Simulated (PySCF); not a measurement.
SMILES [I][Pb][I] (I₂Pb), CAM-B3LYP/def2-SVP optimised geometry.

```
3

Pb    -1.11    -1.38     0.00
I      1.72    -1.38     0.00
I     -1.72     1.38     0.00
```

Density from CAM-B3LYP/def2-TZVP, def2 effective core potentials past Kr in PySCF 2.14.0 at that geometry. The core electrons that the potentials of I, Pb replace are not part of the density.

Minimum of the electron density along straight lines between bonded atoms, close to the bond critical point (lines longer than 1.1 times the sum of covalent radii, or with two minima, are not listed):

```csv
bond,length / Å,ρ at the minimum / e bohr⁻³,∇²ρ there / e bohr⁻⁵,position (fraction from the first atom)
Pb1–I2,2.829,0.056,0.07,0.47
Pb1–I3,2.829,0.056,0.07,0.47
```
